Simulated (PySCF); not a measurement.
# B: interval between two levels

B [He] 2s2 2p1 [2P3/2, M_J = 3/2] → B [He] 2s2 3s1 [2S1/2, M_J = 1/2], as a difference of total energies. Calculation: PySCF 2.14, in x2c-TZVPall-2c with one added diffuse shell each of s, p, d type (6s4p3d1f, 40 functions); the two-component X2C-1e Hamiltonian. Correlated levels: 1s2 frozen. "Screened" scales the spin-orbit matrix elements by Boettger's factors to mimic the two-electron term; Breit and QED terms are absent.

```json
{"method": "GHF (spin-free)", "interval between two levels (cm⁻¹)": "39509", "error (cm⁻¹)": "-515"}
{"method": "GMP2 (spin-free)", "interval between two levels (cm⁻¹)": "40747", "error (cm⁻¹)": "+723"}
{"method": "GHF (screened spin-orbit)", "interval between two levels (cm⁻¹)": "39502", "error (cm⁻¹)": "-522"}
{"method": "GMP2 (screened spin-orbit)", "interval between two levels (cm⁻¹)": "40740", "error (cm⁻¹)": "+716"}
```

Reference: 40024 cm⁻¹ (measured; NIST Handbook of Basic Atomic Spectroscopic Data (Sansonetti and Martin, J. Phys. Chem. Ref. Data 34, 1559 (2005))).

Errors of the correlated levels include the incompleteness of this basis and the frozen core.

The promoted electron is Rydberg-like, and one or two diffuse shells describe it only roughly, which tends to raise the upper state.
